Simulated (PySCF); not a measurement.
C₅H₄F₂O. Atoms are numbered in the order given.

```xyz
12

C     -3.1726    -0.0748    -0.8164
C     -2.1838    -0.7643    -0.3072
C     -1.2154    -1.4962     0.1967
O      0.0288    -1.0708     0.5538
C      0.2656     0.2651     0.4946
C      1.4535     0.7231     0.1083
F      1.7644     1.9971     0.1130
F      2.4531    -0.0192    -0.2900
H     -3.9122     0.4283    -0.1810
H     -3.3008     0.0285    -1.9011
H     -1.3360    -2.5656     0.3888
H     -0.5230     0.9569     0.8003
```
Charge 0, spin multiplicity 1.

Coordinates come from a PBE0-D3(BJ)/def2-SVP optimisation. The structure was generated by enumeration, and PubChem lists no compound with its InChIKey, so it may never have been made. Other conformers were not sampled.

All values below come from PBE/pcSseg-1 run with PySCF.

GIAO shieldings, no solvent; atoms listed in one row are averaged. δ = σ(ref) − σ: ¹³C against TMS (σ = 182.0 ppm); ¹⁷O against H2O (σ = 334.3 ppm); ¹⁹F against CFCl3 (σ = 133.6 ppm); ¹H against TMS (σ = 31.49 ppm), references at their B3LYP-D3(BJ)/def2-TZVP geometries, non-relativistic.

Computed chemical shifts:
| nucleus | atoms | count | δ (ppm) |
|---|---|---|---|
| ¹³C | C2 | 1 | 217.1 |
| ¹³C | C6 | 1 | 167.1 |
| ¹³C | C3 | 1 | 128.8 |
| ¹³C | C5 | 1 | 108.9 |
| ¹³C | C1 | 1 | 101.1 |
| ¹⁷O | O4 | 1 | 116.1 |
| ¹⁹F | F8 | 1 | -119.6 |
| ¹⁹F | F7 | 1 | -139.6 |
| ¹H | H11 | 1 | 7.25 |
| ¹H | H9, H10 | 2 | 6.26 |
| ¹H | H12 | 1 | 5.91 |
